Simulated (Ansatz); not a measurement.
Two isomers of C3H8BNSi: A = `C/N=C\B1C[SiH2]1`, B = `BC1=NC([SiH3])C1`.

Isolated molecules relaxed with PBE0-D4/def2-TZVP in Ansatz; ΔE leaves out vibrations. CBS: MP2 limit from def2 TZ/QZ plus the TZ coupled-cluster correction, frozen cores. DFT in def2-TZVPP. B3LYP here is the variant with VWN-RPA as its local correlation; programs differ in this. Each species was taken in one conformer, which may not be the lowest.

(1) Which isomer does CCSD(T)/CBS put lower? Give the gap. (Estimate.)

(2) Give E(B) − E(A) in kcal/mol with ωB97M-V, MP2/def2-TZVPP, CCSD(T)/def2-TZVPP, r2SCAN-D4, PBE0-D4, B3LYP-D4, CCSD/def2-TZVPP. (Best estimate.)

Largest T1 diagnostic: 0.014.

Answers

(1) The calculation gave: B, by 3.8 kcal/mol.

(2) The calculation gave: ωB97M-V -3.4, MP2/def2-TZVPP -5.2, CCSD(T)/def2-TZVPP -4.5, r2SCAN-D4 1.4, PBE0-D4 -0.3, B3LYP-D4 -2.2, CCSD/def2-TZVPP -5.6. The order is the other way round with r2SCAN-D4.

The D4 term adds −0.9 kcal/mol with B3LYP and −0.4 kcal/mol with PBE0; it sums over pairs of atoms, weighted by their polarisabilities, and B3LYP, whose exchange is more repulsive, gets the larger term. In def2-TZVPP, CCSD(T) changes the Hartree–Fock value by +7.4 kcal/mol (the triples alone add +1.1 kcal/mol) and MP2 by +6.6 kcal/mol.
